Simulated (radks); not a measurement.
The numbers below are computed, except where a source is named.
Problem. Pt3+, 75 electrons, occupied as [Xe] 4f14 5d7. Code: a radial shooting solver on a logarithmic mesh with Libxc functionals. Model: scalar-relativistic Kohn-Sham, LB94 model potential, spin-unpolarised, spherical densities, finite nucleus; Fermi nuclear charge, rms radius 5.427 fm. Some entries of the table are withheld. Estimate them.

| orbital | occ. | eigenvalue (hartree) | <1/r> (bohr^-1) | <r> (bohr) |
|---|---|---|---|---|
| 1s | 2 | -2892.151 | 94.01 | (1) |
| 2s | 2 | (2) | 22.04 | (3) |
| 2p | 6 | -442.5958 | 19.70 | 0.06510 |
| 3s | 2 | -121.2850 | 8.163 | 0.1868 |
| 3p | 6 | -101.6240 | 7.475 | (4) |
| 3d | 10 | -80.22560 | 7.047 | 0.1700 |
| 4s | 2 | -27.27439 | 3.482 | 0.4156 |
| 4p | 6 | -20.85505 | 3.149 | (5) |
| 4d | 10 | -13.02794 | (6) | 0.4683 |
| 5s | 2 | -5.36437 | 1.440 | 0.9426 |
| 4f | 14 | -4.31897 | 2.403 | 0.5122 |
| 5p | 6 | -3.64255 | 1.221 | 1.088 |
| 5d | 7 | -1.71652 | 0.8766 | 1.480 |

Solution. 
(1) 1s <r> (bohr): 0.01713
(2) 2s eigenvalue (hartree): -510.0479
(3) 2s <r> (bohr): 0.07225
(4) 3p <r> (bohr): 0.1878
(5) 4p <r> (bohr): 0.4424
(6) 4d <1/r> (bohr^-1): 2.823
